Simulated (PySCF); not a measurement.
Cl₂Mg, charge -1, doublet, at a GFN2-xTB geometry (such geometries of metal compounds can be far from the true shape) (a state made from the parent by changing its charge; the spin is typed, not shown lowest). Base run: PySCF with HF/6-31G**.

Input for PySCF:
```python
from pyscf import gto, scf

mol = gto.M(
    atom='''
Mg    0.000000    0.000000    0.000000
Cl    0.000000    0.000000    2.320224
Cl   -0.000000   -0.000000   -2.320224
''',
    basis='6-31g**',
    charge=-1,
    spin=1,
    verbose=4,
)

mf = scf.UHF(mol)
mf.kernel()
```

Each row names what was changed in the base input (with any setting that the change needs).

```json
[
 {"change": "base", "ΔE vs base (mEh)": "0.000", "fitting functions": "-", "outcome": "converged"},
 {"change": "auxbasis = cc-pvtz-jkfit", "ΔE vs base (mEh)": "-", "fitting functions": "-", "outcome": "input refused"},
 {"change": "auxbasis = cc-pvdz-jkfit", "ΔE vs base (mEh)": "-", "fitting functions": "-", "outcome": "input refused"},
 {"change": "only_dfj = on; auxbasis = def2-universal-jfit", "ΔE vs base (mEh)": "-0.017", "fitting functions": "158", "outcome": "converged"},
 {"change": "auxbasis = even-tempered beta=2.0", "ΔE vs base (mEh)": "0.012", "fitting functions": "538", "outcome": "converged"},
 {"change": "auxbasis = def2-universal-jfit", "ΔE vs base (mEh)": "5451.0", "fitting functions": "158", "outcome": "converged"},
 {"change": "auxbasis = cc-pvtz-ri", "ΔE vs base (mEh)": "6.856", "fitting functions": "366", "outcome": "converged"},
 {"change": "auxbasis = even-tempered beta=3.0", "ΔE vs base (mEh)": "0.426", "fitting functions": "355", "outcome": "converged"},
 {"change": "auxbasis = even-tempered beta=1.6", "ΔE vs base (mEh)": "0.008", "fitting functions": "793", "outcome": "converged"},
 {"change": "auxbasis = default (with mf = mf.density_fit())", "ΔE vs base (mEh)": "0.038", "fitting functions": "414", "outcome": "converged"}
]
```

A fitting set is made for a task (jfit for Coulomb, jkfit for Coulomb and exchange, ri for correlation) and for a family of orbital bases.

Open shells are given as the SCF converged; they aren't shown to be the lowest states, and a large step between rows can be another state.

- auxbasis = cc-pvtz-jkfit: ended with `pyscf.lib.exceptions.BasisNotFoundError: Basis set not found for Mg in cc-pvtz-jkfit`
- auxbasis = cc-pvdz-jkfit: ended with `pyscf.lib.exceptions.BasisNotFoundError: Basis set not found for Mg in cc-pvdz-jkfit`
